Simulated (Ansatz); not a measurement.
Two isomers of C2H6Cl2Si: A = `CC[SiH](Cl)Cl`, B = `C[SiH](Cl)CCl`.

Isolated molecules relaxed with PBE0-D4/def2-TZVP in Ansatz; ΔE leaves out vibrations. CCSD(T)/CBS adds triple-zeta CCSD(T) − MP2 to the extrapolated MP2 energy (def2 sets, frozen cores). Functionals use def2-TZVPP. B3LYP here is the variant with VWN-RPA as its local correlation; programs differ in this. Each species was taken in one conformer, which may not be the lowest.

A:

```xyz
11

C    -0.818    0.043   -1.215
C     0.351    0.514   -0.354
Si    0.540   -0.444    1.223
Cl    2.144    0.266    2.283
Cl   -1.150   -0.246    2.367
H    -1.769    0.158   -0.691
H    -0.878    0.618   -2.142
H    -0.718   -1.011   -1.489
H     0.247    1.572   -0.092
H     1.299    0.423   -0.896
H     0.751   -1.892    1.006
```

B:

Z-matrix (Å, degrees):
```
C
Si 1 1.853
H 1 1.092 2 110.0
H 1 1.092 2 110.5 3 -119.9
H 1 1.092 2 110.7 3 120.1
Cl 2 2.067 1 109.6 3 -177.7
C 2 1.877 1 112.0 3 -60.1
H 2 1.481 1 112.4 3 62.9
Cl 7 1.788 2 107.9 1 62.4
H 7 1.090 2 112.1 1 -179.0
H 7 1.090 2 112.3 1 -56.3
```

Task: Which is lower in electronic energy at CCSD(T)/CBS, and by how much? (An estimate is asked.)

Result: Ansatz gave: A, by 118.7 kJ/mol.

Task: Give E(B) − E(A) in kJ/mol with MP2/def2-TZVPP, B3LYP, B2PLYP, r2SCAN-D4, HF/def2-TZVPP, PBE0-D4, ωB97M-V. (An estimate is asked.)

Result: Computed: MP2/def2-TZVPP 123.0, B3LYP 115.9, B2PLYP 118.4, r2SCAN-D4 118.8, HF/def2-TZVPP 123.8, PBE0-D4 118.0, ωB97M-V 118.2. None reverses the order clearly.

Largest T1 diagnostic: 0.009.

From PBE to PBE0 (25 % exact exchange), in def2-TZVPP and without D4, E(B) − E(A) moves by +4.3 kJ/mol.
